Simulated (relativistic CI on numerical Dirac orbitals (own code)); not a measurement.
# Eu4+: computed level list

Calculated at this level of theory: Dirac-Coulomb-Breit CI, separate exchange-only KLI orbitals for each configuration, QED by a radiative potential, valence Slater integrals scaled by 0.75 (own radial code, finite nucleus).

Configuration list (outside the closed core [Xe]): 4f5.

The lowest level is 4f5 6H°_5/2, with 93 % of that term; Hund's rules for 4f5 give 6H° with J = 5/2, in agreement.

| No. | Configuration | Term | J | E (cm⁻¹) | % | Next component (%) | jj configuration (%) |
| --- | --- | --- | --- | --- | --- | --- | --- |
| 1 | 4f5 | 6H° | 5/2 | 0.0 | 93 | 6 4G° | 4f5/2^4 4f7/2 (32) |
| 2 | 4f5 | 6H° | 7/2 | 1344.4 | 96 | 4 4G° | 4f5/2^4 4f7/2 (44) |
| 3 | 4f5 | 6H° | 9/2 | 2861.4 | 97 | 2 4G° | 4f5/2^3 4f7/2^2 (60) |
| 4 | 4f5 | 6H° | 11/2 | 4472.0 | 97 | 2 4I° | 4f5/2^2 4f7/2^3 (47) |
| 5 | 4f5 | 6H° | 13/2 | 6122.0 | 96 | 4 4I° | 4f5/2^2 4f7/2^3 (45) |
| 6 | 4f5 | 6F° | 1/2 | 7114.2 | 95 | 4 4D° | 4f5/2^3 4f7/2^2 (51) |
| 7 | 4f5 | 6F° | 3/2 | 7331.0 | 93 | 4 4D° | 4f5/2^4 4f7/2 (42) |
| 8 | 4f5 | 6H° | 15/2 | 7763.6 | 92 | 7 4I° | 4f5/2^2 4f7/2^3 (39) |
| 9 | 4f5 | 6F° | 5/2 | 7862.6 | 90 | 6 4F° | 4f5/2^3 4f7/2^2 (50) |
| 10 | 4f5 | 6F° | 7/2 | 8975.1 | 92 | 6 4F° | 4f5/2^3 4f7/2^2 (41) |
| 11 | 4f5 | 6F° | 9/2 | 10490.0 | 94 | 4 4F° | 4f5/2^2 4f7/2^3 (42) |
| 12 | 4f5 | 6F° | 11/2 | 12222.6 | 96 | 4 4G° | 4f5/2^2 4f7/2^3 (44) |
| 13 | 4f5 | 4G° | 5/2 | 17126.7 | 46 | 30 4F° | 4f5/2^5 (46) |
| 14 | 4f5 | 4F° | 3/2 | 18074.7 | 93 | 4 6F° | 4f5/2^3 4f7/2^2 (53) |
| 15 | 4f5 | 4M° | 15/2 | 18627.1 | 72 | 12 2L° | 4f5/2^4 4f7/2 (61) |
| 16 | 4f5 | 4G° | 7/2 | 19774.4 | 58 | 29 4F° | 4f5/2^4 4f7/2 (37) |
| 17 | 4f5 | 4I° | 9/2 | 19966.7 | 93 | 5 2H° | 4f5/2^3 4f7/2^2 (48) |
| 18 | 4f5 | 4I° | 11/2 | 20378.7 | 62 | 33 4K° | 4f5/2^3 4f7/2^2 (39) |
| 19 | 4f5 | 4I° | 13/2 | 20737.6 | 38 | 33 4K° | 4f5/2^4 4f7/2 (42) |
| 20 | 4f5 | 4M° | 17/2 | 20914.8 | 84 | 9 4L° | 4f5/2^3 4f7/2^2 (82) |
| 21 | 4f5 | 4I° | 15/2 | 22374.6 | 41 | 22 4K° | 4f5/2^3 4f7/2^2 (56) |
| 22 | 4f5 | 4F° | 5/2 | 22374.7 | 49 | 38 4G° | 4f5/2^2 4f7/2^3 (53) |
| 23 | 4f5 | 4M° | 19/2 | 22748.4 | 89 | 7 4L° | 4f5/2^2 4f7/2^3 (60) |
| 24 | 4f5 | 4G° | 9/2 | 22898.1 | 71 | 18 4F° | 4f5/2^3 4f7/2^2 (53) |
| 25 | 4f5 | 4M° | 21/2 | 24136.7 | 91 | 9 2N° | 4f5/2^2 4f7/2^3 (48) |
| 26 | 4f5 | 4L° | 13/2 | 24312.5 | 61 | 36 4I° | 4f5/2^3 4f7/2^2 (49) |
| 27 | 4f5 | 4P° | 5/2 | 24549.4 | 30 | 29 4D° | 4f5/2^3 4f7/2^2 (50) |
| 28 | 4f5 | 4K° | 11/2 | 24771.6 | 62 | 35 4I° | 4f5/2^2 4f7/2^3 (52) |
| 29 | 4f5 | 4L° | 15/2 | 25131.4 | 52 | 18 4I° | 4f5/2^3 4f7/2^2 (68) |
| 30 | 4f5 | 4F° | 7/2 | 25539.5 | 55 | 30 4G° | 4f5/2 4f7/2^4 (40) |

Energies count from the lowest computed level; ° marks odd parity. Filled j subshells are mostly left out of the jj labels.

The mean weight of the leading LS term, summed over parents, in these 30 levels is 76 %, and that of the leading jj configuration (from the same eigenvectors) 49 %, so LS coupling describes them better.

One configuration and one scale for all Slater integrals: terms of lower spin can come out thousands of cm⁻¹ low, and their order can be wrong.

Landé's interval rule says that E(J) − E(J−1) = AJ with one A. For the ground term the intervals give A = 384.1, 337.1, 292.8, 253.8, 218.9 cm⁻¹ for J = 7/2, 9/2, 11/2, 13/2, 15/2; the multiplet is regular.

LS names give the leading component of a level, which can be under half, so a name can repeat, a term be missing and a line seem to break the LS rules.
